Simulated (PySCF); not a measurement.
## Electronic structure of Sm (samarium, neutral) at the r2SCANh level

Configuration: [Xe] 4f5 6s2 7s1, one real determinant (an excited configuration). Computed with PySCF 2.14 in x2c-TZVPPall with one added diffuse shell each of s, p, d, f type (12s8p8d5f2g, 129 functions), with the spin-free X2C one-electron Hamiltonian (Gaussian nucleus).

| Property | Result |
| --- | --- |
| Total energy | -10426.33 hartree |
| One-electron energy | -14220.62 hartree |
| Hartree (Coulomb) energy | 4032.59 hartree |
| Exchange-correlation energy | -238.30 hartree |
| ⟨S²⟩ | 12.0077 |
| ⟨L²⟩ | 24.021 |
| Sum of ⟨r⟩ | 50.73 bohr |
| Sum of ⟨r²⟩ | 171.7 bohr² |
| Traceless quadrupole moment −½Σ⟨3z² − r²⟩ along its main axis | 0.298 e·bohr² |
| Langevin diamagnetic susceptibility | -136 ×10⁻⁶ cm³/mol |
| Time after the integrals | about 60 core-seconds |

```tsv
shell	electrons	mean orbital energy (eV)	spread (eV)	rms radius, mean of both spins (bohr)
1s α	1	-46685.3	0	0.0259
1s β	1	-46685.3	0	0.0259
2s α	1	-7669.6	0	0.105
2s β	1	-7669.6	0	0.105
2p α	3	-6850.0	0.220	0.0941
2p β	3	-6850.0	0.225	0.0941
3s α	1	-1703.8	0	0.272
3s β	1	-1701.6	0	0.272
3p α	3	-1444.9	0.895	0.272
3p β	3	-1442.6	1.298	0.272
3d α	5	-1088.7	0.821	0.251
3d β	5	-1086.9	1.242	0.251
4s α	1	-356.22	0	0.615
4s β	1	-350.82	0	0.615
4p α	3	-270.12	1.008	0.652
4p β	3	-264.54	2.174	0.652
4d α	5	-147.42	1.120	0.720
4d β	5	-141.44	2.452	0.720
5s α	1	-55.699	0	1.48
5s β	1	-53.072	0	1.48
5p α	3	-33.684	0.368	1.71
5p β	3	-31.794	0.839	1.71
4f α	5	-16.894	2.132	1.01
6s α	1	-7.350	0	4.02
6s β	1	-7.052	0	4.02
7s α	1	-1.513	0	10.1
```

⟨L²⟩ = 24.02 against 30 for a pure H term, so this real determinant mixes terms. Spin-orbit coupling, absent here, splits the open shell strongly. The outer electron is Rydberg-like, and this basis confines it to a smaller radius and binds it less than a complete one would.

Densities and radii are taken from the X2C orbitals without a picture-change correction, which distorts them close to the nucleus.
